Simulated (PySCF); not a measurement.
A TDDFT job was run through a driver script with this input:

```
{"job": {"kind": "uv", "xc": "CAM-B3LYP", "basis": "def2-SVPD", "nstates": 8, "ntriplets": 3}, "charge": 0, "multiplicity": 1}
C     -1.749225    -1.559498    -0.701931
N     -0.373829    -1.436391    -0.252314
Ge     0.480981     0.176085    -0.455298
Ge     2.642527    -0.081280     0.538527
Ge    -0.877851     2.073415     0.211302
H     -2.464026    -1.020871    -0.066246
H     -1.815801    -1.151192    -1.710530
H     -2.036997    -2.611712    -0.733410
H     -0.272703    -1.851965     0.665867
H      0.609115     0.248696    -1.976756
H      3.561443     1.083067     0.308484
H      2.606649    -0.231149     2.034882
H      3.391132    -1.281679     0.044245
H     -1.199933     2.115392     1.682666
H     -0.281517     3.420834    -0.070401
H     -2.227567     2.117193    -0.453353
```

Theory: TDDFT CAM-B3LYP/def2-SVPD, vertical, gas phase, core orbitals frozen in the response in PySCF 2.14.0, density-fitted response routines. Job line and output are in the format of a driver script around the code.

Task: Give the output.

Result: 
```
coarse grid: 59744 points
cycle   1  E = -6329.8711939342  dE = -1.613e+00  |g| = 7.086e-01  |ddm| = 4.800e+00
cycle   2  E = -6329.8573853298  dE =  1.381e-02  |g| = 7.727e-01  |ddm| = 1.774e+00
cycle   3  E = -6329.9372712203  dE = -7.989e-02  |g| = 7.664e-02  |ddm| = 9.239e-01
cycle   4  E = -6329.9384141782  dE = -1.143e-03  |g| = 3.180e-02  |ddm| = 1.549e-01
cycle   5  E = -6329.9386175633  dE = -2.034e-04  |g| = 3.123e-03  |ddm| = 4.720e-02
cycle   6  E = -6329.9386205858  dE = -3.023e-06  |g| = 8.619e-04  |ddm| = 1.638e-02
final grid: 120408 points
cycle   7  E = -6329.9385461071  dE = -1.602e-07  |g| = 7.581e-04  |ddm| = 5.489e-03
cycle   8  E = -6329.9385461241  dE = -1.696e-08  |g| = 7.627e-04  |ddm| = 2.512e-03
cycle   9  E = -6329.9385461960  dE = -7.192e-08  |g| = 4.592e-05  |ddm| = 8.146e-04
cycle  10  E = -6329.9385461967  dE = -7.367e-10  |g| = 1.730e-05  |ddm| = 1.612e-04
converged SCF energy = -6329.9385461967

Static polarisability (au): isotropic 121.017, principal 98.726 121.617 142.708

Singlet excitations
state   eV       nm        f      main configurations
  1   5.3275    232.7   0.01275   H->L+1 0.80, H->L 0.14
  2   5.8469    212.1   0.11845   H->L 0.77, H->L+1 0.12
  3   6.2995    196.8   0.02136   H->L+3 0.88
  4   6.4673    191.7   0.07622   H->L+2 0.76
  5   6.6925    185.3   0.01029   H->L+4 0.55, H->L+2 0.09, H-1->L+1 0.09
  6   6.8319    181.5   0.00706   H->L+5 0.90
  7   6.9974    177.2   0.06049   H-1->L+1 0.53, H-1->L 0.15, H->L+4 0.14
  8   7.1635    173.1   0.11073   H->L+6 0.45, H-1->L 0.17, H->L+4 0.13

Triplet excitations (Tamm-Dancoff, eV): 4.9413 5.3425 5.9676
```

The structure is a single GFN2-xTB conformer in the gas phase; no vibrational or solvent corrections. GFN2-xTB frequencies show an imaginary mode (27i cm⁻¹), so this geometry is no minimum at that level. The CAM-B3LYP/def2-SVPD calculation is non-relativistic and has no spin–orbit coupling, an omission that weighs most on germanium.

The SCF starts on a coarse grid; the energy jumps when the final grid takes over, and dE counts afresh there. H and L stand for HOMO and LUMO.

Shape of the structure used: `[CH3:1][NH:2][GeH:3]([GeH3:4])[GeH3:5]`: C1–N2–Ge3–Ge4 177°.

Without π bonds the low states are Rydberg-like; a valence basis with one diffuse set may place them up to an eV too high.
